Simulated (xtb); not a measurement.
Ta(O)(F)(NH2)2 (FH₄N₂OTa), SMILES [NH2][Ta]([NH2])(=[O])[F], multiplicity 1. All values are semi-empirical tight-binding results from xtb (GFN2-xTB unless named), good for trends rather than for accurate numbers. The structure is a stationary point at GFN2-xTB. The multiplicity is an assumed one; other spin states were not compared. The values are those of a single conformer.

Optimised geometry:

```xyz
9

Ta     0.0397     0.0040     0.0135
O      1.5809    -0.4492    -0.5819
F      0.1021     0.9006     1.6832
N     -0.7309     1.1938    -1.3726
H     -1.6501     1.6269    -1.3520
H     -0.2949     1.4652    -2.2475
N     -0.9747    -1.6911     0.1841
H     -0.6351    -2.6219    -0.0343
H     -1.9435    -1.7896     0.4751
```
Charge 0, spin multiplicity 1.

For metal compounds this method's bond lengths and energies can be far off.

Problem. Estimate the properties. (The exact figures need the calculation; the answer reports its results.)

Solution. 
```
Quantity                                       Value
-------------------------------------  -------------
point group as xtb finds it                       Cs
orbital gap                                  4.07 eV
zero-point energy                      31.6 kcal/mol
G − E(el) at 298.15 K (modified RRHO)  10.4 kcal/mol
```

Problem. Give the atomic charges and the Wiberg bond orders between heavy atoms. (The exact figures need the calculation; the answer reports its results.)

Solution. charges (e) Ta1 1.10, O2 -0.53, F3 -0.42, N4 -0.46, H5 0.18, H6 0.20, N7 -0.46, H8 0.20, H9 0.18. Bond orders Ta1–O2 2.15, Ta1–F3 0.89, Ta1–N4 1.17, Ta1–N7 1.17.
